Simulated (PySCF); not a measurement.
Manganese: a sound run and one with changed settings

Sound run: Mn²⁺ [Ar] 3d5, Mn³⁺ [Ar] 3d4. Calculation: PySCF 2.14, in jorge-DZP-DKH (8s6p2d1f, 43 functions); the spin-free X2C one-electron Hamiltonian (Gaussian nucleus). In the sound run the correlated levels freeze [Ar]. The sound run starts from symmetry-adapted Hartree-Fock orbitals and uses a fine grid where one is needed.

Changed run: no relativity, point nucleus. This setting is unsound on purpose.

```tsv
species	method	sound run (hartree)	changed run (hartree)	converged
Mn²⁺	UHF	-1156.38550	-1146.96296	yes
Mn²⁺	B3LYP	-1157.46141	-1148.03193	yes
Mn²⁺	r2SCAN	-1157.41392	-1147.97860	yes
Mn²⁺	MP2	-1156.41360	-1146.99072	yes
Mn³⁺	UHF	-1155.21577	-1145.78337	yes
Mn³⁺	B3LYP	-1156.24932	-1146.81053	yes
Mn³⁺	r2SCAN	-1156.19900	-1146.75437	yes
Mn³⁺	MP2	-1155.22949	-1145.79686	yes
```

Ionisation energy of Mn²⁺:

| method | sound run (eV) | changed run (eV) |
| --- | --- | --- |
| UHF | 31.830 | 32.098 |
| B3LYP | 32.983 | 33.236 |
| r2SCAN | 33.060 | 33.313 |
| MP2 | 32.221 | 32.487 |
| SCS-MP2 | 31.960 | 32.228 |

Most of the change in total energy is the relativistic energy itself. On top of that the contraction fixes the core shape for the Hamiltonian it was made with, so the changed run is not a good calculation with the other Hamiltonian either.

For comparison, NIST gives 33.668 ± 0.012 eV between the lowest levels.
